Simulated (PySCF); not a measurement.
ReO₂, SMILES [O]=[Re]=[O] (connectivity only; charge and spin as stated), neutral, multiplicity 4. Coordinates come from a PBE-D3(BJ)/def2-TZVP optimisation. The multiplicity is an assumed one; other spin states were not compared. The def2 effective core potentials stand for the cores of Re; spin–orbit coupling is left out.

Calculation: PBE-D3(BJ)/def2-TZVP run with PySCF.

Harmonic wavenumbers (cm⁻¹): 257, 935, 984. Rotational constants (GHz): 36.71, 6.405, 5.454; symmetry number 2.

**Question.** Work out the zero-point energy and the ideal-gas rigid-rotor harmonic-oscillator thermochemistry at 298.15 K and 1 atm.

**Answer.** ZPE = ½ Σ hcν = ½ × 2176 cm⁻¹ = 13.01 kJ/mol. H − E(el) = 24.41 kJ/mol. Entropy in J/(mol K): translation 175.91, rotation 90.65, vibration 7.97, spin 11.53, total 286.05. G − E(el) = -60.88 kJ/mol. Cp = 44.14 J/(mol K).
